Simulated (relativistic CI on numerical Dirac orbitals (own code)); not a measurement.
# One change at a time: Eu⁵⁴⁺

Base calculation: Dirac-Coulomb-Breit CI, separate exchange-only KLI orbitals for each configuration, a model potential for QED, unscaled Slater integrals.

CI space (outside the closed core 1s2): 2s²2p⁵, 2s2p⁶, 2p⁶3s, 2p⁶3p, 2p⁶3d, 2s²2p⁴3s, 2s²2p⁴3p, 2s²2p⁴3d, 2s2p⁵3s, 2s2p⁵3p, 2s2p⁵3d, 2s²2p⁴4s, 2s²2p⁴4p, 2s²2p⁴4d, 2s²2p⁴4f, 2s2p⁵4s, 2s²2p³3s², 2s2p⁵4p, 2s2p⁵4d, 2s²2p³3s3p, 2s2p⁵4f, 2s²2p⁴5s, 2s²2p⁴5p, 2s²2p⁴5d, 2s²2p³3s3d, 2s²2p⁴5f, 2s²2p³3p², 2s²2p⁴5g, 2s²2p³3p3d, 2s2p⁴3s², 2s²2p³3d², 2s2p⁴3s3p, 2s2p⁴3s3d, 2s2p⁴3p², 2s2p⁵5s, 2s2p⁵5p. Levels of other configurations are missing.

Variants: (1) QED terms removed. Shifts of the energy above 2s²2p⁵ ²P°3/2, in eV, for the lowest level and the first level of each name with at least 55 % of one term (blank where a level changes its place among those of its configuration and J or its character, or is not in the variant):

```tsv
Level	Base	Δ(1)
2s²2p⁵ ²P°3/2	0.00	0.00
2s²2p⁵ ²P°1/2	668.06	-0.94
2s2p⁶ ²S1/2	1046.39	+9.32
2s²2p⁴3s ⁴P5/2	6029.24	-1.73
2s²2p⁴3s ²P3/2	6038.27	-1.75
2s²2p⁴3s ²S1/2	6080.76	-1.71
2s²2p⁴3p ²P°1/2	6185.06	+1.14
2s²2p⁴3p ⁴D°7/2	6321.89	+0.85
2s²2p⁴3d ⁴F9/2	6486.70	+1.16
2s²2p⁴3d ²D3/2	6491.02	+1.29
2s²2p⁴3d ²P1/2	6498.31	+1.16
2s²2p⁴3s ⁴P3/2	6698.39	-2.66
2s²2p⁴3s ²P1/2	6706.28	-2.68
2s²2p⁴3s ²D5/2	6717.93	-2.66
```

At this charge energies of transitions that change n are usually good to better than 1 %, and those within a shell (Δn = 0) to a few per cent.

Ionisation energy from the two ground configurations alone: base 11152.7 eV. The NIST ASD value (theoretical) is 11153 eV.

LS names give the leading component of a level, which can be under half, so a name can repeat, a term be missing and a line seem to break the LS rules.
